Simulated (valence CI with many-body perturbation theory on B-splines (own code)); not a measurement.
**E1 line list for Co XXI**

Computed by relativistic CI+MBPT: five valence electrons over a frozen Dirac-Fock core [He], a basis of 9 s, 9 p, 8 d, 6 f, 3 g, 1 h functions for each j, with the one-electron correlation potential Σ1, the two-electron term Σ2, the three-electron term Σ3, Breit, model QED; selected CI, second order for the rest (own B-spline code, finite nucleus).

No measured levels were compared; by estimate levels of excited configurations hold to 0.05 to 0.15 % of their energy, terms of the ground configuration to about 0.5 %. Among the levels kept, up to 2100 cm⁻¹ of a level comes from second order outside the variational space, and about a tenth of that is noise between levels of different J, which matters for small intervals.

Lines 101 to 150 of 277 in falling wavelength, among levels below 79.869 Ry, chosen from the strongest by gf and those to the six lowest levels. Wavelengths and rates use the calculated energies, so an error of 700 cm⁻¹ moves a line at 12.47 nm by 0.087 % and its rate by three times that or more. Electric multipoles are in the length gauge, E1 and E2 with the static RPA response of the core. Weak lines are less certain than strong ones. Lines between different terms over intervals too small for the method are left out, as are lines whose strength nearly cancels. The highest levels of a list are the least certain.

Names give the largest LS component (configuration and term), which can be under half, so a name can repeat, a term be missing and a line seem to break the LS rules; names also repeat where a configuration has a term twice. Letters in brackets count levels of one name in rising energy.

| λ vac (nm) | Upper | Lower | A (s⁻¹) | S (a.u.) with core polarisation | S without |
| --- | --- | --- | --- | --- | --- |
| 12.47 | 2p⁵ ²P°_3/2 | 2s2p⁴ ²S_1/2 | 9.20e+09 | 3.52e-02 | 3.53e-02 |
| 12.09 | 2s2p⁴ ²D_3/2 | 2s²2p³ ²P°_1/2 | 2.72e+09 | 9.48e-03 | 9.52e-03 |
| 11.80 | 2s2p³3s ⁴D°_3/2 | 2s²2p²3s ⁴P_1/2 | 1.23e+10 | 4.00e-02 | 4.02e-02 |
| 11.79 | 2s2p³3s ⁴D°_1/2 | 2s²2p²3s ⁴P_1/2 | 1.78e+10 | 2.88e-02 | 2.88e-02 |
| 11.37 | 2p⁵ ²P°_1/2 | 2s2p⁴ ²P_3/2 | 3.82e+10 | 5.56e-02 | 5.57e-02 |
| 11.37 | 2s2p⁴ ⁴P_3/2 | 2s²2p³ ⁴S°_3/2 | 1.90e+10 | 5.51e-02 | 5.52e-02 |
| 11.07 | 2s2p⁴ ⁴P_1/2 | 2s²2p³ ⁴S°_3/2 | 2.12e+10 | 2.84e-02 | 2.85e-02 |
| 11.00 | 2s2p⁴ ²S_1/2 | 2s²2p³ ²P°_3/2 | 1.46e+09 | 1.92e-03 | 1.93e-03 |
| 10.67 | 2s2p⁴ ²D_5/2 | 2s²2p³ ²D°_5/2 | 3.21e+10 | 1.16e-01 | 1.16e-01 |
| 10.62 | 2p⁵ ²P°_3/2 | 2s2p⁴ ²D_5/2 | 4.09e+10 | 9.67e-02 | 9.71e-02 |
| 10.42 | 2s2p⁴ ²P_3/2 | 2s²2p³ ²P°_3/2 | 9.39e+09 | 2.10e-02 | 2.10e-02 |
| 10.41 | 2s2p⁴ ²D_3/2 | 2s²2p³ ²D°_3/2 | 4.29e+10 | 9.55e-02 | 9.58e-02 |
| 10.39 | 2p⁵ ²P°_3/2 | 2s2p⁴ ²D_3/2 | 1.84e+10 | 4.07e-02 | 4.09e-02 |
| 10.12 | 2s2p⁴ ²S_1/2 | 2s²2p³ ²P°_1/2 | 3.74e+10 | 3.83e-02 | 3.85e-02 |
| 9.630 | 2s2p⁴ ²P_3/2 | 2s²2p³ ²P°_1/2 | 9.62e+09 | 1.70e-02 | 1.70e-02 |
| 9.295 | 2s2p⁴ ²P_1/2 | 2s²2p³ ²P°_3/2 | 9.80e+10 | 7.77e-02 | 7.80e-02 |
| 9.172 | 2p⁵ ²P°_1/2 | 2s2p⁴ ²D_3/2 | 4.27e+10 | 3.26e-02 | 3.27e-02 |
| 9.026 | 2s2p⁴ ²D_3/2 | 2s²2p³ ⁴S°_3/2 | 2.56e+09 | 3.71e-03 | 3.73e-03 |
| 8.919 | 2s2p⁴ ²S_1/2 | 2s²2p³ ²D°_3/2 | 4.72e+10 | 3.30e-02 | 3.32e-02 |
| 8.871 | 2s2p⁴ ²P_3/2 | 2s²2p³ ²D°_5/2 | 1.01e+11 | 1.40e-01 | 1.40e-01 |
| 8.661 | 2s2p⁴ ²P_1/2 | 2s²2p³ ²P°_1/2 | 3.53e+09 | 2.27e-03 | 2.27e-03 |
| 8.534 | 2s2p⁴ ²P_3/2 | 2s²2p³ ²D°_3/2 | 1.29e+10 | 1.59e-02 | 1.59e-02 |
| 7.884 | 2s2p⁴ ²S_1/2 | 2s²2p³ ⁴S°_3/2 | 2.41e+09 | 1.17e-03 | 1.17e-03 |
| 7.865 | 2p⁵ ²P°_3/2 | 2s2p⁴ ⁴P_5/2 | 3.68e+09 | 3.53e-03 | 3.54e-03 |
| 7.764 | 2s2p⁴ ²P_1/2 | 2s²2p³ ²D°_3/2 | 2.61e+10 | 1.21e-02 | 1.21e-02 |
| 7.581 | 2s2p⁴ ²P_3/2 | 2s²2p³ ⁴S°_3/2 | 5.39e+09 | 4.63e-03 | 4.65e-03 |
| 1.372 | 2s²2p²3p ⁴D°_3/2 [a] | 2s2p⁴ ⁴P_5/2 | 2.30e+10 | 1.17e-04 | 1.17e-04 |
| 1.361 | 2s²2p²3p ⁴D°_3/2 [b] | 2s2p⁴ ⁴P_5/2 | 2.97e+10 | 1.48e-04 | 1.47e-04 |
| 1.355 | 2s²2p²3p ⁴P°_5/2 | 2s2p⁴ ⁴P_5/2 | 2.79e+10 | 2.06e-04 | 2.05e-04 |
| 1.352 | 2s²2p²3p ²D°_3/2 [a] | 2s2p⁴ ⁴P_5/2 | 5.62e+10 | 2.74e-04 | 2.73e-04 |
| 1.345 | 2s²2p²3p ⁴S°_3/2 | 2s2p⁴ ⁴P_5/2 | 1.68e+11 | 8.09e-04 | 8.06e-04 |
| 1.340 | 2s²2p²3p ²F°_5/2 [a] | 2s2p⁴ ⁴P_5/2 | 3.16e+10 | 2.25e-04 | 2.25e-04 |
| 1.325 | 2s²2p²3s ⁴P_1/2 | 2s²2p³ ²P°_1/2 | 2.19e+10 | 5.03e-05 | 5.02e-05 |
| 1.325 | 2s²2p²3s ⁴P_3/2 | 2s²2p³ ²P°_3/2 | 1.60e+10 | 7.32e-05 | 7.29e-05 |
| 1.325 | 2s²2p²3p ²F°_5/2 [b] | 2s2p⁴ ⁴P_5/2 | 1.92e+10 | 1.32e-04 | 1.32e-04 |
| 1.323 | 2s2p³3s ⁶S°_5/2 | 2s2p⁴ ⁴P_5/2 | 3.04e+10 | 2.09e-04 | 2.08e-04 |
| 1.322 | 2s²2p²3p ²D°_3/2 [b] | 2s2p⁴ ⁴P_5/2 | 3.54e+10 | 1.61e-04 | 1.61e-04 |
| 1.315 | 2s2p³3s ⁴S°_3/2 | 2s2p⁴ ⁴P_3/2 | 4.74e+11 | 2.13e-03 | 2.12e-03 |
| 1.311 | 2s²2p²3s ²P_3/2 | 2s²2p³ ²P°_3/2 | 2.75e+11 | 1.22e-03 | 1.22e-03 |
| 1.309 | 2s2p³3s ²D°_3/2 | 2s2p⁴ ²D_3/2 | 2.14e+12 | 9.47e-03 | 9.43e-03 |
| 1.306 | 2s²2p²3s ²P_1/2 | 2s²2p³ ²P°_1/2 | 8.90e+11 | 1.96e-03 | 1.95e-03 |
| 1.305 | 2s²2p²3p ²P°_3/2 [b] | 2s2p⁴ ⁴P_5/2 | 5.65e+11 | 2.48e-03 | 2.47e-03 |
| 1.302 | 2s²2p²3s ⁴P_1/2 | 2s²2p³ ²D°_3/2 | 2.39e+11 | 5.21e-04 | 5.18e-04 |
| 1.301 | 2s2p³3s ⁴S°_3/2 | 2s2p⁴ ⁴P_5/2 | 1.27e+12 | 5.53e-03 | 5.51e-03 |
| 1.298 | 2s²2p²3s ²P_3/2 | 2s²2p³ ²P°_1/2 | 8.05e+11 | 3.47e-03 | 3.46e-03 |
| 1.296 | 2s²2p²3s ⁴P_3/2 | 2s²2p³ ²D°_5/2 | 1.19e+11 | 5.13e-04 | 5.11e-04 |
| 1.295 | 2s²2p²3p ²P°_3/2 [c] | 2s2p⁴ ⁴P_5/2 | 2.17e+10 | 9.31e-05 | 9.27e-05 |
| 1.291 | 2s²2p²3s ²D_5/2 | 2s²2p³ ²P°_3/2 | 3.52e+11 | 2.24e-03 | 2.23e-03 |
| 1.289 | 2s²2p²3s ²D_3/2 | 2s²2p³ ²P°_3/2 | 2.39e+12 | 1.01e-02 | 1.01e-02 |
| 1.288 | 2s²2p²3s ⁴P_3/2 | 2s²2p³ ²D°_3/2 | 1.72e+11 | 7.26e-04 | 7.24e-04 |
